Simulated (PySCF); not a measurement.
Fill in the blanks.

Cu(AsH3)H (singlet state).
SMILES: `[H][Cu]<-[AsH3]`

```tsv
property	level	value
point group	PBE0-D3(BJ)/def2-SVP	?
rotational constants A, B, C	PBE0-D3(BJ)/def2-SVP	98.152, 2.456, 2.456 GHz
dipole moment	B3LYP/def2-SVPD	5.51 D
HOMO energy	B3LYP/def2-SVPD	?
LUMO energy	B3LYP/def2-SVPD	?
lowest singlet excitation	TDDFT B3LYP/def2-SVPD	?
lowest triplet excitation (Tamm–Dancoff)	TDA B3LYP/def2-SVPD	3.60 eV
static isotropic polarisability	B3LYP/def2-SVPD	64.8 au
electronic spatial extent ⟨r²⟩ about the centre of nuclear charge	B3LYP/def2-SVPD	?
1H chemical shifts (computed TMS as zero) by class	GIAO B3LYP/pcSseg-1 (pcSseg-2 on Cu)	?
core binding energies	ΔSCF SCAN, pcX-2 on the ionised atom (unc-x2c-TZVPall on a metal), pcseg-1 elsewhere, spin-free X2C, 2p3/2 from a spin–orbit splitting computed afterwards within the 2p shell	Cu2p3/2 937.8 eV
```

The electronic properties come from PySCF, for the isolated species, density fitting. Geometry: PBE0-D3(BJ)/def2-SVP; no solvent, vibrations or thermal averaging. Metal 2p energies of this one-determinant scheme are less reliable than its 1s energies. The calculation (core ionisation apart) is non-relativistic and has no spin–orbit coupling, an omission that weighs most on arsenic. Atoms bound to As lack the heavy atom's spin–orbit term in their shielding, so their NMR values are less reliable.

Q: Give the point group.

A: C3v.

Q: What is the electronic spatial extent ⟨r²⟩ about the centre of nuclear charge?

A: 464 bohr².

Q: Give the LUMO energy.

A: -1.08 eV.

Q: The HOMO energy?

A: -5.95 eV.

Q: Give the 1H chemical shifts (computed TMS as zero) by class.

A: 3.31 (3 H), 2.62 (1 H) ppm.

Q: Give the lowest singlet excitation.

A: 3.99 eV (311 nm, f = 0.081 summed over 2 states within 0.01 eV).

With B = h/(8π²I), that is 505.379 GHz u Å² over I, the principal moments of inertia are 5.1, 205.7 and 205.7 u Å² (most abundant isotopes). The rotational constants are those of a prolate symmetric top. In atomic units the dipole is 2.17 e·bohr (1 au = 2.5417 D). Point group C3v permits a dipole; with 5.51 D the species has a pure rotational spectrum.
